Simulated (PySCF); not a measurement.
Gas-phase reaction: 3 CH₃GeH₃ + C₃H₆ (propylene) → 3 GeH₂ + 6 CH₃. Level: PBE0/def2-TZVP; standard pressure 1 bar.

Energies from PySCF, thermal terms from the rigid-rotor harmonic-oscillator model, ideal gas at 1 bar. Open shells (unrestricted): CH₃ (multiplicity 2); the rest are closed-shell singlets. Ge: all electrons, no relativistic terms. GeH₂: computed as isolated molecules; such fragments, hydroxides, amides, oligomers or adducts are transient or little studied in the gas. The harmonic model lacks anharmonicity and excited electronic states, which grow with temperature; levels with a mode under 35 cm⁻¹ are left out. Internal rotation in CH₃GeH₃, C₃H₆ (propylene) is treated as a harmonic vibration of one conformer, which makes the entropy rough.

```
T (K)  1000/T (1/K)  log10 K
-----  ------------  -------
600          1.6667   -89.32
800          1.2500        ?
1000         1.0000   -37.58
1200         0.8333   -24.80
1400         0.7143   -15.75
1600         0.6250    -9.03
```

**Question.** Fit log10 K = a + b·(1000/T) to the five rows, get the mean ΔH° and ΔS°, and predict log10 K at 800 K.

**Answer.** Means: 1000/T = 0.9679, log10 K = -35.296. Sums of products about the means: Sxy = -53.20153, Sxx = 0.689362, so b = Sxy/Sxx = -77.17 and a = -35.296 − (-77.17)×0.9679 = 39.39.
ΔH° = −R ln 10 × 1000 K × b = −19.145 × (-77.17) = 1477 kJ; ΔS° = R ln 10 × a = 754 J/K. The run's own values go from 1491 kJ and 775 J/K at 600 K to 1432 kJ and 722 J/K at 1600 K.
Prediction at 800 K: 39.39 + (-77.17)×1.2500 = -57.07. The computed value is -56.92, 0.15 from the line.
For scale, ΔH°(298 K) is 1485 kJ at this level, 1501 kJ at ωB97M-V/def2-TZVP†, and runs from 1045 to 1819 kJ over the 20 levels computed († marks an energy on the PBE0/def2-TZVP geometry).
